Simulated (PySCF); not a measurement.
Te(OH)(OSiH3), H₄O₂SiTe, SMILES O[Te]O[SiH3] at its B3LYP/def2-SVP optimised geometry (Å):

```
8

Te    -0.2106    -1.5741    -1.8481
O     -1.7014    -2.3301    -0.7563
H     -1.3593    -2.5065     0.1339
O     -0.4051     0.3660    -1.3760
Si     0.2073     1.1046     0.0000
H     -0.2590     0.4083     1.2383
H     -0.2912     2.5065     0.0000
H      1.7014     1.1046     0.0000
```

Level of theory: B3LYP/def2-TZVP, def2 effective core potentials past Kr (PySCF). The core electrons that the potentials of Te replace are not part of the density.

Map of the log10 of the electron density (e/bohr³), floored at −4 on the plane z = 1.5 Å:

```
|00000000000000000000000000000|
|00000000000000000000000000000|
|00000000000000000000000000000|
|00000000000000000000000000000|
|00000000000011110000000000000|
|00000000000122221000000000000|
|00000000001233332100000000000|
|00000000001234433211000000000|
|00000000012344443322100000000|
|00000000012455554433210000000|
|00000000023566665443321000000|
|00000000124678876544321000000|
|00000000135689986543321000000|
|00000000135689986543210000000|
|00000000124678876432100000000|
|00000000023566665321000000000|
|00000000012345543210000000000|
|00000000001233322100000000000|
|00000000001111110000000000000|
|00000000011110000000000000000|
|00000000112110000000000000000|
|00000000122210000000000000000|
|00000000012110000000000000000|
|00000000001000000000000000000|
|00000000000000000000000000000|
|00000000000000000000000000000|
|00000000000000000000000000000|
|00000000000000000000000000000|
|00000000000000000000000000000|
```
Scale: ten equal steps from -4.00 (start of '0') to -0.894 (end of '9'), in the order '0123456789'; x runs from -5.00 to 5.00, y from -5.00 (bottom) to 5.00 (top).
